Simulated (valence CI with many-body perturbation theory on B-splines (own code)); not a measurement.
Values are calculated unless marked as measured or tabulated.
**Level structure of Sb19+**

Method: relativistic CI+MBPT: four valence electrons over a frozen Dirac-Fock core [Ar] 3d10, radial functions for each j: 11 s, 11 p, 10 d, 8 f, 5 g, 2 h, with the one-electron correlation potential Σ1, the two-electron term Σ2, the three-electron term Σ3, Breit, model QED; selected CI, second order for the rest, scaled by the run's own slope (own B-spline code, finite nucleus).

No measured spectrum was set against this ion. As an estimate, levels hold to about 250 cm⁻¹ or 0.2 % of their energy and the worst to 1 %, as in measured heavy ions of charge 2 to 7; those with d or f electrons hold less well. Among the levels kept, up to 540 cm⁻¹ of a level comes from second order outside the variational space, and about a tenth of that is noise between levels of different J, which matters for small intervals.

Levels 46 to 90 of 185, with energies above the lowest level, 4s2.4p2 3P_0. "Leading %" is the weight of the configuration and term that name the level; weights of strongly mixed levels are sums over their largest components and can fall short. In the jj column 3d3/2^4 stands for four electrons in 3d with j = 3/2.

| No. | Configuration | Term | J | E (eV) | Leading % | Second component | Leading jj | g |
| --- | --- | --- | --- | --- | --- | --- | --- | --- |
| 46 | 4s.4p2.4d | 5P | 3 | 143.83 | 35 | 32 % 4s.4p2.4d 5D | 4s 4p1/2 4p3/2 4d5/2 (51 %) | 1.458 |
| 47 | 4s.4p2.4d | 5P | 2 | 144.38 | 69 | 12 % 4s.4p2.4d 3P | 4s 4p1/2 4p3/2 4d3/2 (53 %) | 1.693 |
| 48 | 4s.4p2.4d | 5P | 1 | 144.92 | 73 | 13 % 4s.4p2.4d 3P | 4s 4p1/2 4p3/2 4d3/2 (65 %) | 2.277 |
| 49 | 4s.4p2.4d | 3P | 1 | 146.10 | 36 | 20 % 4s.4p2.4d 3D | 4s 4p1/2 4p3/2 4d5/2 (40 %) | 1.097 |
| 50 | 4s.4p2.4d | 3G | 3 | 146.15 | 69 | 18 % 4s.4p2.4d 1F | 4s 4p1/2 4p3/2 4d3/2 (83 %) | 0.825 |
| 51 | 4s.4p2.4d | 3F | 2 | 146.75 | 44 | 12 % 4s.4p2.4d 3P | 4s 4p1/2 4p3/2 4d3/2 (38 %) | 1.025 |
| 52 | 4s.4p2.4d | 3F | 4 | 147.30 | 29 | 22 % 4s.4p2.4d 5D | 4s 4p3/2^2 4d5/2 (37 %) | 1.230 |
| 53 | 4s.4p2.4d | 3G | 4 | 149.40 | 57 | 22 % 4s.4p2.4d 3F | 4s 4p1/2 4p3/2 4d5/2 (69 %) | 1.115 |
| 54 | 4s.4p2.4d | 3D | 3 | 150.83 | 46 | 20 % 4s.4p2.4d 1F | 4s 4p1/2 4p3/2 4d5/2 (64 %) | 1.180 |
| 55 | 4s.4p2.4d | 3D | 1 | 151.34 | 66 | 10 % 4s.4p2.4d 3P | 4s 4p1/2 4p3/2 4d3/2 (51 %) | 0.760 |
| 56 | 4s.4p2.4d | 3D | 3 | 151.91 | 42 | 29 % 4s.4p2.4d 3F | 4s 4p1/2 4p3/2 4d5/2 (57 %) | 1.170 |
| 57 | 4s.4p2.4d | 3P | 0 | 152.25 | 62 | 14 % 4p4 3P | 4s 4p3/2^2 4d5/2 (33 %) |  |
| 58 | 4s.4p2.4d | 3D | 1 | 152.57 | 64 | 14 % 4s.4p2.4d 1P | 4s 4p1/2 4p3/2 4d5/2 (48 %) | 0.742 |
| 59 | 4s.4p2.4d | 1G | 4 | 153.07 | 46 | 36 % 4s.4p2.4d 3F | 4s 4p3/2^2 4d5/2 (46 %) | 1.144 |
| 60 | 4s.4p2.4d | 3G | 5 | 153.49 | 76 | 20 % 4s.4p2.4d 5F | 4s 4p3/2^2 4d5/2 (76 %) | 1.240 |
| 61 | 4s.4p2.4d | 3D | 2 | 154.42 | 42 | 27 % 4s.4p2.4d 3F | 4s 4p1/2 4p3/2 4d5/2 (36 %) | 1.031 |
| 62 | 4s.4p2.4d | 3P | 0 | 154.64 | 89 | 7 % 4s2.4d2 3P | 4s 4p1/2 4p3/2 4d5/2 (44 %) |  |
| 63 | 4s.4p2.4d | 3D | 1 | 154.64 | 64 | 10 % 4s.4p2.4d 3P | 4s 4p3/2^2 4d3/2 (38 %) | 0.832 |
| 64 | 4s.4p2.4d | 3F | 3 | 155.20 | 45 | 17 % 4s.4p2.4d 3D | 4s 4p1/2 4p3/2 4d5/2 (56 %) | 1.141 |
| 65 | 4s.4p2.4d | 3F | 2 | 155.37 | 46 | 22 % 4s.4p2.4d 3D | 4s 4p1/2 4p3/2 4d3/2 (34 %) | 0.908 |
| 66 | 4s.4p2.4d | 3D | 2 | 155.47 | 72 | 7 % 4s.4p2.4d 3P | 4s 4p3/2^2 4d3/2 (35 %) | 1.195 |
| 67 | 4s.4p2.4d | 3P | 1 | 155.96 | 49 | 29 % 4s.4p2.4d 3S | 4s 4p1/2 4p3/2 4d5/2 (84 %) | 1.490 |
| 68 | 4s.4p2.4d | 3D | 2 | 156.53 | 54 | 10 % 4s.4p2.4d 3F | 4s 4p1/2 4p3/2 4d5/2 (53 %) | 1.116 |
| 69 | 4s.4p2.4d | 3D | 3 | 157.00 | 42 | 25 % 4s.4p2.4d 3F | 4s 4p3/2^2 4d3/2 (40 %) | 1.253 |
| 70 | 4s.4p2.4d | 3P | 1 | 159.10 | 32 | 25 % 4s.4p2.4d 1P | 4s 4p3/2^2 4d3/2 (42 %) | 1.352 |
| 71 | 4s.4p2.4d | 3P | 2 | 159.30 | 44 | 14 % 4s.4p2.4d 1D | 4s 4p1/2 4p3/2 4d5/2 (29 %) | 1.313 |
| 72 | 4s.4p2.4d | 3F | 4 | 160.66 | 74 | 9 % 4s.4p2.4d 1G | 4s 4p3/2^2 4d3/2 (65 %) | 1.214 |
| 73 | 4s.4p2.4d | 3D | 3 | 162.17 | 53 | 12 % 4s.4p2.4d 1F | 4s 4p3/2^2 4d5/2 (74 %) | 1.201 |
| 74 | 4s.4p2.4d | 3S | 1 | 163.07 | 41 | 30 % 4s.4p2.4d 1P | 4s 4p3/2^2 4d5/2 (73 %) | 1.516 |
| 75 | 4s.4p2.4d | 3F | 4 | 164.33 | 70 | 8 % 4s.4p2.4d 1G | 4s 4p3/2^2 4d5/2 (79 %) | 1.208 |
| 76 | 4s.4p2.4d | 1S | 0 | 164.67 | 44 | 33 % 4s.4p2.4d 3P | 4s 4p1/2 4p3/2 4d3/2 (31 %) |  |
| 77 | 4s.4p2.4d | 1D | 2 | 165.25 | 30 | 23 % 4s.4p2.4d 3P | 4s 4p3/2^2 4d5/2 (47 %) | 1.186 |
| 78 | 4s.4p2.4d | 3D | 3 | 165.37 | 60 | 21 % 4s.4p2.4d 3F | 4s 4p3/2^2 4d5/2 (67 %) | 1.239 |
| 79 | 4s.4p2.4d | 3D | 3 | 166.94 | 60 | 12 % 4s.4p2.4d 3F | 4s 4p3/2^2 4d5/2 (54 %) | 1.250 |
| 80 | 4s.4p2.4d | 3D | 1 | 167.06 | 66 | 12 % 4s.4p2.4d 1P | 4s 4p3/2^2 4d3/2 (68 %) | 0.660 |
| 81 | 4s.4p2.4d | 3D | 2 | 167.22 | 54 | 8 % 4s.4p2.4d 3F | 4s 4p3/2^2 4d3/2 (51 %) | 1.101 |
| 82 | 4s.4p2.4d | 3D | 1 | 167.83 | 38 | 24 % 4s.4p2.4d 3P | 4s 4p3/2^2 4d3/2 (47 %) | 0.949 |
| 83 | 4s.4p2.4d | 1D | 2 | 169.36 | 60 | 19 % 4s.4p2.4d 3D | 4s 4p3/2^2 4d5/2 (60 %) | 1.065 |
| 84 | 4s.4p2.4d | 3P | 2 | 170.08 | 31 | 23 % 4s.4p2.4d 1D | 4s 4p3/2^2 4d5/2 (33 %) | 1.217 |
| 85 | 4s.4p2.4d | 1F | 3 | 171.38 | 43 | 27 % 4s2.4p.4f 1F | 4s 4p3/2^2 4d5/2 (31 %) | 1.058 |
| 86 | 4s.4p2.4d | 3P | 1 | 174.90 | 51 | 39 % 4s.4p2.4d 1P | 4s 4p3/2^2 4d5/2 (60 %) | 1.263 |
| 87 | 4s.4p2.4d | 3P | 0 | 174.95 | 58 | 18 % 4s.4p2.4d 1S | 4s 4p3/2^2 4d3/2 (54 %) |  |
| 88 | 4s2.4p.4f | 3G | 4 | 175.90 | 30 | 26 % 4s2.4p.4f 1G | 4s^2 4p1/2 4f7/2 (73 %) | 1.084 |
| 89 | 4s2.4p.4f | 3G | 3 | 176.28 | 48 | 27 % 4s2.4p.4f 3F | 4s^2 4p1/2 4f5/2 (48 %) | 0.929 |
| 90 | 4s2.4p.4f | 3F | 2 | 176.32 | 32 | 24 % 4s2.4d2 3F | 4s^2 4p1/2 4f5/2 (47 %) | 0.840 |

Names give the largest LS component (configuration and term), which can be under half, so a name can repeat, a term be missing and a line seem to break the LS rules; names also repeat where a configuration has a term twice.

Where two levels of one J and parity lie close, their mixing, g and order are uncertain.
